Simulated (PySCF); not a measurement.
H3BrOSi (SMILES O[SiH2]Br), singlet, geometry from GFN2-xTB; WB97X/6-31G, TDDFT (PySCF).

Here is a job for PySCF.
```python
from pyscf import gto, scf, dft, tdscf

mol = gto.Mole()
mol.atom = '''
    Si    0.33606259   -1.15555443   -0.24439293
    O     1.90496724   -0.89814255   -0.50834367
    Br   -0.63862224    0.78133178    0.22957979
    H    -0.16559770   -1.60948889   -1.52033702
    H     0.09007670   -1.98656606    0.92085354
    H     2.48268523   -0.38765470    0.05244099
'''
mol.basis = '6-31g'
mol.verbose = 4
mol.build()

mf = dft.RKS(mol)
mf.xc = 'wb97x'
mf.kernel()
td = mf.TDDFT()
td.nstates = 5
td.kernel()
td.analyze()
```

What the program printed (banner, timings and long lists left out):

```
PySCF version 2.14.0

[INPUT] verbose = 4
[INPUT] num. atoms = 6
[INPUT] num. electrons = 60
[INPUT] charge = 0
[INPUT] spin (= nelec alpha-beta = 2S) = 0
[INPUT] symmetry False subgroup None
[INPUT] Mole.unit = angstrom
[INPUT] Symbol           X                Y                Z      unit          X                Y                Z       unit  Magmom
[...]
nuclear repulsion = 240.716481692346
number of shells = 29
number of NR pGTOs = 170
number of NR cGTOs = 55
basis = 6-31g
ecp = {}

******** <class 'pyscf.dft.rks.RKS'> ********
method = RKS
initial guess = minao
damping factor = 0
level_shift factor = 0
DIIS = <class 'pyscf.scf.diis.CDIIS'>
diis_start_cycle = 1
diis_space = 8
diis_damp = 0
SCF conv_tol = 1e-09
SCF conv_tol_grad = None
SCF max_cycles = 50
direct_scf = True
direct_scf_tol = 1e-13
XC library pyscf.dft.libxc version 7.1.2
    S. Lehtola, C. Steigemann, M. J. T. Oliveira, and M. A. L. Marques,  SoftwareX 7, 1–5 (2018)
XC functionals = wb97x
    J.-D. Chai and M. Head-Gordon,  J. Chem. Phys. 128, 084106 (2008)
radial grids:
    Treutler-Ahlrichs [JCP 102, 346 (1995); DOI:10.1063/1.469408] (M4) radial grids

becke partition: Becke, JCP 88, 2547 (1988); DOI:10.1063/1.454033
pruning grids: <function nwchem_prune>
grids dens level: 3
symmetrized grids: False
atomic radii adjust function: <function treutler_atomic_radii_adjust>
small_rho_cutoff = 0
Set gradient conv threshold to 3.16228e-05
Initial guess from minao.
tot grids = 83112
init E= -2939.42340898565
[...]
cycle= 1 E= -2940.16398135152  delta_E= -0.741  |g|= 0.671  |ddm|= 2.15
[...]
cycle= 2 E= -2940.17731512988  delta_E= -0.0133  |g|= 0.697  |ddm|= 1.18
[...]
cycle= 3 E= -2940.26339910799  delta_E= -0.0861  |g|= 0.057  |ddm|= 0.532
[...]
cycle= 4 E= -2940.26414356566  delta_E= -0.000744  |g|= 0.0212  |ddm|= 0.0923
[...]
cycle= 5 E= -2940.26421453153  delta_E= -7.1e-05  |g|= 0.00349  |ddm|= 0.0238
[...]
cycle= 6 E= -2940.26421856693  delta_E= -4.04e-06  |g|= 0.000598  |ddm|= 0.00738
[...]
cycle= 7 E= -2940.26421891743  delta_E= -3.51e-07  |g|= 0.000135  |ddm|= 0.00269
[...]
cycle= 8 E= -2940.26421893542  delta_E= -1.8e-08  |g|= 3.44e-05  |ddm|= 0.000607
[...]
cycle= 9 E= -2940.26421893661  delta_E= -1.2e-09  |g|= 5.96e-06  |ddm|= 0.000163
[...]
cycle= 10 E= -2940.26421893665  delta_E= -3.09e-11  |g|= 8.31e-07  |ddm|= 2.81e-05
[...]
Extra cycle  E= -2940.26421893666  delta_E= -1.27e-11  |g|= 3.32e-07  |ddm|= 2.73e-06
converged SCF energy = -2940.26421893666

[...]
conv_tol = 1e-05
eigh lindep = 1e-12
eigh level_shift = 0
eigh max_cycle = 100

Excitation energies (eV)
[7.40306464 7.63408964 8.04148906 8.26796625 8.51891766]

** Singlet excitation energies and oscillator strengths **
Excited State   1:      7.40306 eV    167.48 nm  f=0.0114
      30 -> 31       -0.62809
      30 -> 32        0.29731
Excited State   2:      7.63409 eV    162.41 nm  f=0.0165
      29 -> 31        0.62700
      29 -> 32       -0.28155
Excited State   3:      8.04149 eV    154.18 nm  f=0.0054
      27 -> 31       -0.11165
      27 -> 32       -0.15381
      28 -> 31        0.21610
      28 -> 32        0.29971
      29 -> 31       -0.10518
      29 -> 32       -0.12882
      30 -> 31       -0.21235
      30 -> 32       -0.49033
Excited State   4:      8.26797 eV    149.96 nm  f=0.0030
      28 -> 31       -0.35571
      28 -> 32       -0.12956
      29 -> 31        0.20484
      29 -> 32        0.41244
      30 -> 31       -0.14647
      30 -> 32       -0.30528
Excited State   5:      8.51892 eV    145.54 nm  f=0.0236
      27 -> 32        0.20937
      28 -> 31        0.12658
      28 -> 32       -0.55338
      29 -> 31       -0.11472
      29 -> 32       -0.20102
      30 -> 31       -0.13378
      30 -> 32       -0.22193

** Transition electric dipole moments (AU) **
state          X           Y           Z        Dip. S.      Osc.
  1         0.0203     -0.0865      0.2345      0.0629      0.0114
  2        -0.2536     -0.1498     -0.0375      0.0882      0.0165
  3         0.0421      0.1520     -0.0517      0.0276      0.0054
  4         0.1195     -0.0040      0.0221      0.0148      0.0030
  5         0.0754     -0.3237      0.0504      0.1130      0.0236

** Transition velocity dipole moments (imaginary part, AU) **
state          X           Y           Z        Dip. S.      Osc.
  1         0.0031     -0.0273      0.0984      0.0104      0.0256
  2        -0.1011     -0.0497     -0.0130      0.0129      0.0306
  3         0.0144      0.0794     -0.0329      0.0076      0.0171
  4         0.0688     -0.0234      0.0112      0.0054      0.0119
  5         0.0098     -0.1457      0.0489      0.0237      0.0505

** Transition magnetic dipole moments (imaginary part, AU) **
state          X           Y           Z
  1        -0.1764     -0.1891     -0.0205
  2         0.0461     -0.0739      0.1453
  3         0.2646     -0.8501     -0.7375
  4         0.2981     -0.3114      0.4993
  5        -0.0545      0.1881      0.3323
```
